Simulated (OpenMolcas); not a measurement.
## Fe3+: moving the ligands

Fe3+ with 4 ligands (fluoride) in square-planar coordination (D4h) at 1.8 Å. A charge of +0.25 e stands 2.4 Å behind each ligand. Ligand basis ANO-RCC-VDZP.
```
Fe    0.0000    0.0000    0.0000
F     1.8000    0.0000    0.0000
F     0.0000    1.8000    0.0000
F    -1.8000    0.0000    0.0000
F     0.0000   -1.8000    0.0000
```

```json
{"Program": "OpenMolcas", "Method": "SS-CASPT2, IPEA 0.25 Eh, imaginary shift 0.1 Eh (closed shells correlated: 3s 3p and the ligand valence shells)", "Basis": "ANO-RCC-VTZP [6s5p3d2f1g]", "Scalar Hamiltonian": "DKH2, point nucleus", "Active space": "5 electrons in 5 orbitals (3d)", "State averaging": "2S+1 = 6 even, 1 root; 2S+1 = 4 even, 24 roots; 2S+1 = 2 even, 75 roots", "Spin-orbit coupling": "state interaction with AMFI integrals over the reference wave functions"}
```

Runs around this geometry, states (labels of D4, the rotations of D4h). Energies in cm-1 above the lowest state or level, χT in cm3 K/mol.

```
R (Å)  Ground state  First state of that spin  First gap with spin-orbit (degeneracies)  χT at 300 K  First state of another spin
 1.72           4B1                   4E 3590                                 18 (2, 2)        2.722                      6A1 340
  1.8           6A1                                                            2 (2, 2)        4.379                     4B1 5780
 1.88           6A1                                                            1 (2, 2)        4.382                    4B1 10250
```

The ground state changes within this set.

Over all roots computed the reference weight is 0.75 to 0.78 in R = 1.72, 0.74 to 0.78 in R = 1.8, 0.74 to 0.77 in R = 1.88; a low but even weight reflects the number of correlated electrons. Ligand-to-metal charge-transfer states are missing. With no ligand orbital active B as a rule stays too high, so bands that hang on it stand too high and its fall with covalency is understated. This shell can be high or low spin here, a state of another spin lies low, and with metal d orbitals alone active their balance is uncertain, so the ground spin may be wrong, although the usual error favours high spin (holds for R = 1.72). This shell can be high or low spin here, a state of another spin lies low, and with metal d orbitals alone active their balance is uncertain, so the ground spin may be wrong (holds for R = 1.8; R = 1.88). No measured value stands beside these numbers; the geometry was imposed, not optimised, and the real ion may take another.
